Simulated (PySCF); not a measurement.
Record of a relaxation.

Compound: CH₂F₄Si.
Atom-mapped SMILES: `[F:1][SiH2:2][C:3]([F:4])([F:5])[F:6]` (hydrogens: H7, H8 on Si2)

Method: PySCF 2.14.0, PBE0-D3(BJ)/def2-SVP geometry optimisation, gas phase; density fitting, grid level 1; the optimiser is geomeTRIC in internal coordinates, started from a GFN2-xTB structure with every atom displaced at random (about 0.01 Å). The frame can shift and turn from step to step; on so coarse a grid that alone can change the energy by a few meV, and forces under 0.02 eV/Å are noise.

Step 0: E = -19789.4831 eV, largest atomic force 1.533 eV/Å
```
atom  x, y, z in Å  |  force x, y, z in eV/Å
F1      1.416    1.488    0.006    0.419   1.472  -0.019
Si2     1.008   -0.042    0.026   -1.497  -0.286  -0.168
C3     -0.955   -0.055   -0.037    0.668  -0.178  -0.199
F4     -1.465    0.582    1.014   -0.188   0.243   0.211
F5     -1.434    0.520   -1.147    0.056   0.142   0.046
F6     -1.433   -1.304   -0.015    0.009  -0.308   0.042
H7      1.495   -0.633   -1.205    0.293  -0.542  -0.418
H8      1.424   -0.575    1.306    0.240  -0.542   0.506
```

Step 1: E = -19789.5605 eV, largest atomic force 0.459 eV/Å
```
atom  x, y, z in Å  |  force x, y, z in eV/Å
F1      1.575    1.541   -0.098   -0.105  -0.235  -0.043
Si2     1.172   -0.031   -0.049    0.276  -0.162   0.329
C3     -0.727   -0.196    0.175   -0.296   0.090   0.155
F4     -1.168    0.420    1.285    0.136  -0.066  -0.137
F5     -1.421    0.298   -0.853   -0.042   0.013  -0.102
F6     -1.047   -1.497    0.293    0.091   0.067  -0.049
H7      1.597   -0.732   -1.282   -0.082   0.124  -0.141
H8      1.767   -0.691    1.145    0.022   0.169  -0.013
```

Step 2: E = -19789.5758 eV, largest atomic force 0.137 eV/Å
```
atom  x, y, z in Å  |  force x, y, z in eV/Å
F1      1.560    1.525   -0.100   -0.022  -0.020  -0.011
Si2     1.175   -0.047   -0.033    0.085  -0.090   0.059
C3     -0.732   -0.196    0.175    0.030   0.064   0.041
F4     -1.167    0.421    1.282   -0.007  -0.040  -0.079
F5     -1.415    0.300   -0.862    0.003  -0.008   0.028
F6     -1.050   -1.497    0.286   -0.034  -0.007  -0.004
H7      1.580   -0.720   -1.291   -0.047   0.040  -0.043
H8      1.798   -0.673    1.160   -0.008   0.062   0.011
```

Step 3: E = -19789.5783 eV, largest atomic force 0.049 eV/Å
```
atom  x, y, z in Å  |  force x, y, z in eV/Å
F1      1.553    1.519   -0.104    0.009   0.036   0.001
Si2     1.180   -0.053   -0.027   -0.006  -0.032  -0.037
C3     -0.729   -0.199    0.176   -0.007   0.007   0.028
F4     -1.171    0.419    1.278   -0.003   0.004   0.020
F5     -1.407    0.300   -0.863    0.029   0.015  -0.031
F6     -1.057   -1.498    0.283   -0.008  -0.040   0.004
H7      1.565   -0.716   -1.297   -0.011   0.000   0.004
H8      1.813   -0.660    1.169   -0.002   0.009   0.011
```

Step 4: E = -19789.5786 eV, largest atomic force 0.036 eV/Å
```
atom  x, y, z in Å  |  force x, y, z in eV/Å
F1      1.551    1.519   -0.107    0.007   0.019  -0.001
Si2     1.180   -0.054   -0.026   -0.013  -0.006  -0.022
C3     -0.729   -0.200    0.178    0.026  -0.009   0.024
F4     -1.172    0.418    1.279   -0.014  -0.007  -0.004
F5     -1.399    0.301   -0.864    0.002   0.006  -0.007
F6     -1.058   -1.500    0.283   -0.013   0.002   0.000
H7      1.559   -0.717   -1.298    0.001  -0.006   0.006
H8      1.815   -0.655    1.171    0.004   0.000   0.003
```

Step 5: E = -19789.5788 eV, largest atomic force 0.025 eV/Å
```
atom  x, y, z in Å  |  force x, y, z in eV/Å
F1      1.551    1.520   -0.110   -0.001  -0.002  -0.003
Si2     1.181   -0.055   -0.026   -0.007   0.009   0.000
C3     -0.728   -0.201    0.180    0.004  -0.016   0.018
F4     -1.175    0.416    1.280   -0.001  -0.004  -0.008
F5     -1.395    0.303   -0.865   -0.004   0.007  -0.005
F6     -1.061   -1.500    0.282    0.002   0.014  -0.004
H7      1.557   -0.720   -1.297    0.003  -0.007   0.004
H8      1.818   -0.651    1.172    0.003  -0.002  -0.002
```

Problem. Summarise the path.

Solution. The energy falls by 2.21 kcal/mol from step 0 to step 5; nine tenths of that is first reached at step 2. It falls at every step. The largest force goes from 1.533 to 0.025 eV/Å. Among the bonds Si2–C3 changes most, from 1.963 to 1.926 Å; the atoms move by 0.052 Å rms after alignment.

Problem. Follow the three bonds and two angles with the largest change from start to end.

Solution. 
| step | E above end (kcal/mol) | largest force (eV/Å) | Si2–C3 (Å) | F1–Si2 (Å) | Si2–H8 (Å) | H7–Si2–H8 (°) | F1–Si2–C3 (°) |
| --- | --- | --- | --- | --- | --- | --- | --- |
| 0 | 2.21 | 1.533 | 1.963 | 1.584 | 1.448 | 120.3 | 105.3 |
| 1 | 0.42 | 0.459 | 1.920 | 1.624 | 1.489 | 110.1 | 109.4 |
| 2 | 0.07 | 0.137 | 1.925 | 1.619 | 1.484 | 112.1 | 108.4 |
| 3 | 0.01 | 0.049 | 1.926 | 1.618 | 1.483 | 113.4 | 107.9 |
| 4 | 0.00 | 0.036 | 1.926 | 1.619 | 1.483 | 113.7 | 107.8 |
| 5 | 0.00 | 0.025 | 1.926 | 1.619 | 1.483 | 113.8 | 107.8 |

What follows is the cost of the whole optimisation. The run took 18 s on Arm Neoverse V1, one thread, shared host with 32 logical CPUs at a one-minute load of 9.9, and the process peaked at 0.40 GiB of memory.
